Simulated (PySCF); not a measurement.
Ionisation energy of Ta+ by level of theory

Ta+ [Xe] 4f14 5d3 6s1 [5d3/2^3 6s1/2^1, M_J = 1] → Ta(2+) [Xe] 4f14 5d3 [5d3/2^3, M_J = 3/2], as a difference of total energies. Calculation: PySCF 2.14, in x2c-SVPall-2c; the two-component X2C-1e Hamiltonian. "Screened" scales the spin-orbit matrix elements by Boettger's factors to mimic the two-electron term; Breit and QED terms are absent.

```tsv
method	ionisation energy (eV)
GHF (spin-free)	14.331
GHF (screened spin-orbit)	14.251
```

The spin-free rows relax to the high-spin LS determinant and lack the spin-orbit shift.

Errors of the correlated levels include the incompleteness of this basis and the frozen core.

The labels give the starting determinants; with spin-orbit coupling the two ends relaxed to ⟨J²⟩ = 5.28, ⟨L²⟩ = 11.90, ⟨S²⟩ = 5.95 and ⟨J²⟩ = 5.70, ⟨L²⟩ = 11.74, ⟨S²⟩ = 3.65.

The determinant of Ta+ and of Ta(2+) mixes levels of different J (the jj label is only the starting occupation), so the difference between spin-free and spin-orbit rows is not the physical spin-orbit shift.

For comparison: 16.2 ± 0.5 eV (semi-empirical (NIST evaluation); NIST Atomic Spectra Database, ionization energies).
